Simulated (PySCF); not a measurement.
C5H12SSe, SMILES CC([Se]SC)(C)C at its GFN2-xTB optimised geometry (Å):

```
19

Se     0.1200    -1.8532     0.0000
C     -0.3112     0.1520     0.0000
C      0.2249     0.7406    -1.2926
C     -1.8277     0.2354     0.0681
C      0.3381     0.7959     1.2119
H      0.0309     1.8121    -1.3234
H     -0.2536     0.2766    -2.1530
H      1.3003     0.5839    -1.3690
H     -2.2800    -0.2905    -0.7718
H     -2.1989    -0.2063     0.9917
H     -2.1410     1.2779     0.0322
H     -0.0040     0.3248     2.1324
H      1.4229     0.7194     1.1525
H      0.0782     1.8532     1.2512
S      2.2800    -1.8532     0.0000
C      2.7034    -2.1141     1.7619
H      2.3801    -1.2664     2.3563
H      3.7835    -2.2051     1.7964
H      2.2396    -3.0298     2.1136
```

Level of theory: CAM-B3LYP/def2-SVP in PySCF 2.14.0. Cells within 0.4 Å of a nucleus heavier than hydrogen are left out (blank, or x).

Map of the Laplacian of the electron density (e/bohr⁵), clipped to [-1.50, 1.50] on the plane z = 1.0 Å:

```
|66666666666666666666666666666|
|66666666666666666666666666666|
|66666666666666666666666666666|
|66666666666666666666666666666|
|66666666666666666666666666666|
|66666666666666666666666666666|
|66666666666666666666666666666|
|66666666666666666666666666666|
|66666666666666456666666666666|
|66666666666666346666666666666|
|66666666666666546666666666666|
|666666666666677x9445666666666|
|666666666666666x9315666666666|
|66666666666666556666666666666|
|66666662466666676666666666666|
|66666660466666666666666666666|
|66666666666666666666666666666|
|66666666666666666666666666666|
|66666666666666666666666666666|
|66666666666666666666666666666|
|66666666666666666666655666666|
|66666666666666666666665666666|
|66666666666666666666666666666|
|66666666666666666666666666666|
|66666666666666666666666666666|
|66666666666666666666666666666|
|66666666666666666666666666666|
|66666666666666666666666666666|
|66666666666666666666666666666|
```
Scale: ten equal steps from -1.50 (start of '0') to 0.887 (end of '9'), in the order '0123456789'; x runs from -4.50 to 4.50, y from -4.50 (bottom) to 4.50 (top).
